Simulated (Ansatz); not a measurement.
```yaml
crystal:
  periodic: [true, true, true]
  atoms:
    - {symbol: C, position_ang: [-1.955080, 1.174274, 1.592369]}
    - {symbol: C, position_ang: [-1.306008, 0.413431, 0.488306]}
    - {symbol: C, position_ang: [-0.122377, -0.196612, 0.553147]}
    - {symbol: Si, position_ang: [0.630033, -1.121415, -0.869134]}
    - {symbol: C, position_ang: [2.263742, -0.376461, -1.400864]}
    - {symbol: H, position_ang: [-2.141151, 2.211046, 1.293487]}
    - {symbol: H, position_ang: [-1.339390, 1.178687, 2.493480]}
    - {symbol: H, position_ang: [-2.930624, 0.743672, 1.840651]}
    - {symbol: H, position_ang: [-1.870689, 0.365101, -0.443373]}
    - {symbol: H, position_ang: [0.423890, -0.136737, 1.496164]}
    - {symbol: H, position_ang: [0.859363, -2.545799, -0.488632]}
    - {symbol: H, position_ang: [-0.343238, -1.093204, -1.998140]}
    - {symbol: H, position_ang: [2.979793, -0.383596, -0.575212]}
    - {symbol: H, position_ang: [2.699320, -0.941513, -2.228448]}
    - {symbol: H, position_ang: [2.130617, 0.658323, -1.724500]}
basis:
  gaussian: {orbitals: def2-TZVPP}
hamiltonian: {xc: {name: PBE-QIDH}}
```

```sh
$ ansatz run in.yaml --threads 4 --pin off --events-out ev --progress --plain --max-ram 10444MiB
```

It prints (some lines left out):

```
Error: YAML parse error: error: line 2 column 3: crystal: missing field `lattice` (a structure is typed as `lattice` and `atoms`, a molecule's as `atoms` in Å alone, or read from a run's directory, `checkpoint`)
 --> <input>:2:3
1 | crystal:
2 |   periodic: [true, true, true]
3 |   atoms:
4 |     - {symbol: C, position_ang: [-1.955080, 1.174274, 1.592369]}
```

(1) Something in this input is off. What?

## Answers

(1) The molecule is marked periodic without a cell. The input was rejected before any iteration.
